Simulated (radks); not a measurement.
Values are calculated unless marked as measured or tabulated.
All-electron atom: neutral indium in [Kr] 4d10 5s2 5p1.

Code: a radial shooting solver on a logarithmic mesh with Libxc functionals. Model: scalar-relativistic Kohn-Sham, PBE, spin-unpolarised, spherical densities, point nucleus.

Energy parts (eV):
total: -160047.469
kinetic: 166820.833
electron-nucleus: -386987.180
Hartree: 64458.971
exchange-correlation: -4340.093

Orbitals (lengths in bohr, moments of r in powers of bohr):
1s: occ. 2; eigenvalue (eV) -27754.39; <r> 0.02971; <r^2> 0.001195
2s: occ. 2; eigenvalue (eV) -4155.636; <r> 0.1285; <r^2> 0.01947
2p: occ. 6; eigenvalue (eV) -3729.829; <r> 0.1122; <r^2> 0.01536
3s: occ. 2; eigenvalue (eV) -788.5678; <r> 0.3486; <r^2> 0.1390
3p: occ. 6; eigenvalue (eV) -649.1347; <r> 0.3471; <r^2> 0.1399
3d: occ. 10; eigenvalue (eV) -432.7115; <r> 0.3243; <r^2> 0.1250
4s: occ. 2; eigenvalue (eV) -119.6596; <r> 0.8480; <r^2> 0.8143
4p: occ. 6; eigenvalue (eV) -78.1302; <r> 0.9218; <r^2> 0.9725
4d: occ. 10; eigenvalue (eV) -18.6233; <r> 1.183; <r^2> 1.683
5s: occ. 2; eigenvalue (eV) -8.2114; <r> 2.610; <r^2> 7.833
5p: occ. 1; eigenvalue (eV) -2.5187; <r> 3.744; <r^2> 16.67

The highest occupied level is 5p at -2.519 eV. Summed over all electrons, <r^2> = 59.13 bohr^2, which gives a Langevin (diamagnetic) susceptibility term of -46.8 x 10^-6 cm^3/mol.
